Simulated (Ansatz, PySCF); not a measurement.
Species: PNH (charge +1, singlet). SMILES: [NH+]#P
Coordinates optimised at B3LYP-D3(BJ)/def2-TZVP (Ansatz, a quantum-chemistry and plane-wave program):
```
N
H 1 1.0147
P 1 1.4549 2 180.00
```
Charge +1, spin multiplicity 1.

Unscaled harmonic wavenumbers (cm⁻¹) in rising order, each level at the stationary point that it reaches from this structure (no distance between atoms moves by over 0.3 Å); the order of modes can differ between levels, and a negative number is imaginary. B3LYP-D3(BJ)/def2-TZVP (PySCF, at the structure above): 700, 700, 1450, 3584.

HF/3-21G (Ansatz): 838, 838, 1498, 3743. Zero-point energy 9.9 against 9.2 kcal/mol; where all levels lie over 400 cm⁻¹, the wavenumbers are on average 1.118 times those of B3LYP-D3(BJ)/def2-TZVP.

HF/6-31G* (Ansatz): 793, 793, 1624, 3870. Zero-point energy 10.1 against 9.2 kcal/mol; where all levels lie over 400 cm⁻¹, the wavenumbers are on average 1.117 times those of B3LYP-D3(BJ)/def2-TZVP.

B3LYP/6-31G* (Ansatz): 705, 705, 1436, 3617. Zero-point energy 9.2 against 9.2 kcal/mol; where all levels lie over 400 cm⁻¹, the wavenumbers are on average 1.004 times those of B3LYP-D3(BJ)/def2-TZVP.
